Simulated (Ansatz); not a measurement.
Species: C₂H₇ClSi₂, net charge 0, singlet state. SMILES: C=C[SiH2][SiH2]Cl
Structure (B3LYP-D3(BJ)/def2-TZVP (Ansatz, a program for electronic structure) minimum search):
```
Si
H 1 1.4841
H 1 1.4847 2 109.34
C 1 1.8614 2 111.28 3 -121.27
C 4 1.3318 1 123.88 2 125.52
H 5 1.0848 4 121.95 1 -1.62
H 5 1.0849 6 115.98 4 179.90
H 4 1.0873 5 118.31 6 -179.77
Si 1 2.3451 2 107.65 3 119.24
H 9 1.4806 1 112.27 2 -176.01
H 9 1.4810 10 108.78 1 -126.37
Cl 9 2.0838 10 107.28 11 -115.91
```
Charge 0, spin multiplicity 1.

Parts of the frozen-core correlation energy in cc-pwCVTZ (Ansatz, hartree). Frozen orbitals: 17; correlated occupied orbitals by spin: 15 and 15; virtual: 329 and 329. No spin-orbit coupling. Non-relativistic.

```
term                             value
-------------------------  -----------
reference (HF)             -1117.28957
MP2 opposite-spin             -0.60372
MP2 same-spin                 -0.16333
CCSD correlation              -0.83494
(T)                           -0.03623
T1 diagnostic                    0.012
largest doubles amplitude        0.045
```
